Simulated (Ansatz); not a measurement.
`[AlH2][CH2][SiH2][GeH3]` → `[AlH2][CH2][GeH3]` + `[SiH2]` at 400 K and 1 bar (silylene formation by 1,1-elimination).

Gas-phase electronic energies from Ansatz, PBE0-D4/def2-TZVP geometries. CCSD(T)/CBS is the MP2 limit (def2-TZVPP, def2-QZVPP) plus CCSD(T) − MP2 in def2-TZVPP, frozen cores. This one scheme is used for every species. For Ge outer-core shells are correlated without core-valence functions, which leaves a few kJ/mol of doubt a bond. Scalar relativity is left out up to krypton. Each species was taken in one conformer, which may not be the lowest.

| species | CCSD(T)/CBS energy (Eh) | H − E (kJ/mol) | S (J/(mol·K)) |
| --- | --- | --- | --- |
| `[AlH2][CH2][SiH2][GeH3]` | -2650.66455 | 251.8 | 421.9 |
| `[AlH2][CH2][GeH3]` | -2360.36980 | 196.1 | 378.3 |
| `[SiH2]` | -290.19011 | 44.2 | 218.1 |

H − E and S are ideal-gas, rigid-rotor, harmonic terms from PBE0-D4/def2-TZVP, for one conformer and one mirror image of each species. 1 Eh = 2625.50 kJ/mol, R = 8.31446 J/(mol·K).

Task: By hand: ΔE, ΔH, ΔS and ΔG.

Result: ΔE = (-2360.36980) + (-290.19011) − (-2650.66455) = 0.10464 Eh = 274.7 kJ/mol. Δ(H − E) = 196.1 + 44.2 − 251.8 = -11.5, so ΔH = 263.2 kJ/mol. ΔS = 378.3 + 218.1 − 421.9 = 174.5 J/(mol·K). ΔG = 263.2 − 400 × (174.5)/1000 = 193.4 kJ/mol.

Task: By hand: the equilibrium constant, and the temperature at which ΔG would vanish if ΔH and ΔS stayed fixed.

Result: log₁₀ K = −ΔG/(RT ln 10) = -25.3. ΔG = 0 at ΔH/ΔS = 1508 K.

The number of gas molecules changes by +1, which sets the sign of ΔS. A doubt of 5 kJ/mol in ΔE shifts log₁₀ K by 0.7 here. Other conformers and mirror images would add mixing entropy, several J/(mol·K) or more a flexible species. Modes under 60 cm⁻¹, often nearly free rotors, make the harmonic entropy too high. These are equilibria of isolated gas molecules and say nothing of rates. Largest T1 diagnostic: 0.014 (customary marks: 0.02 for closed shells, 0.045 for open ones).
